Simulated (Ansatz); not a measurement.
# Worked example: C3H7Cl + Si(CH3)2(SiH3)Cl → C3H10Si + Si(CH3)2Cl2

Species: C3H7Cl (2-chloropropane) `CC(C)Cl`, singlet; Si(CH3)2(SiH3)Cl, singlet; C3H10Si `CC(C)[SiH3]`, singlet; Si(CH3)2Cl2 (dichlorodimethylsilane), singlet. The partners trade Cl for SiH3: C–Cl and Si–SiH3 bonds give way to C–SiH3 and Si–Cl.

Shapes, held fixed at every level: PBE0-D4/def2-TZVP. Programs: Ansatz 0.2.0. Electronic energies: no zero-point or thermal term.

At CCSD(T)/CBS estimate; 1 Eh = 2625.50 kJ/mol:

| species | energy (Eh) |
| --- | --- |
| C3H7Cl | -578.162311 |
| Si(CH3)2(SiH3)Cl | -1119.535551 |
| C3H10Si | -409.255686 |
| Si(CH3)2Cl2 | -1288.496412 |

Q: Work out ΔE of the reaction at this level.

A: 
1. Products less reactants: (-409.255686) + (-1288.496412) − [(-578.162311) + (-1119.535551)] = -0.054236 Eh = -142.4 kJ/mol.

Other levels give -152.5 (MP2/def2-TZVPP) to -127.1 kJ/mol (PBE-D4/def2-TZVPP). No measured value is set beside it here. The CBS estimate extrapolates MP2 from def2-TZVPP and def2-QZVPP and adds CCSD(T) − MP2 in the triple-zeta set, cores frozen.
